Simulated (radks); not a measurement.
Excited configurations of the antimony ion Sb2+: one electron is placed in a higher orbital outside [Kr] 4d10 5s2. The ground configuration is [Kr] 4d10 5s2 5p1. Method: scalar-relativistic Kohn-Sham, PBE, spin-polarised, spherical densities, point nucleus; open shells are filled with parallel spins first (spin-orbit coupling, left out, can overturn this in heavy ions); computed with a radial shooting solver on a logarithmic mesh with Libxc functionals. Excitation = E - E(ground); binding = E(ion) - E, where the ion is the core of charge +3; n* = 3/sqrt(2 binding) in atomic units, and the quantum defect is n - n*.

5d: excitation (eV) 10.874; binding (eV) 13.776; n* 2.981; eigenvalue (eV) -11.076; <r> (bohr) 3.664
5f: excitation (eV) 18.721; binding (eV) 5.930; n* 4.544; eigenvalue (eV) -4.845; <r> (bohr) 8.479
6s: excitation (eV) 10.650; binding (eV) 14.001; n* 2.957; eigenvalue (eV) -12.115; <r> (bohr) 4.580
6p: excitation (eV) 13.229; binding (eV) 11.421; n* 3.274; eigenvalue (eV) -9.815; <r> (bohr) 5.331
6f: excitation (eV) 20.462; binding (eV) 4.188; n* 5.407; eigenvalue (eV) -3.542; <r> (bohr) 13.06
7s: excitation (eV) 16.619; binding (eV) 8.032; n* 3.905; eigenvalue (eV) -6.936; <r> (bohr) 7.970
7d: excitation (eV) 19.512; binding (eV) 5.138; n* 4.882; eigenvalue (eV) -4.432; <r> (bohr) 11.50
7f: excitation (eV) 21.565; binding (eV) 3.085; n* 6.300; eigenvalue (eV) -2.659; <r> (bohr) 18.62

The Delta-SCF ionisation energy is 24.650 eV (NIST Atomic Spectra Database: 25.324 eV, measured). Self-interaction in the functional shifts the binding energies and quantum defects, so they are the method's values and not measured ones. Open shells are spherical and high-spin; term and fine-structure splittings are not resolved. Spin-orbit splitting is averaged out at the scalar-relativistic level.
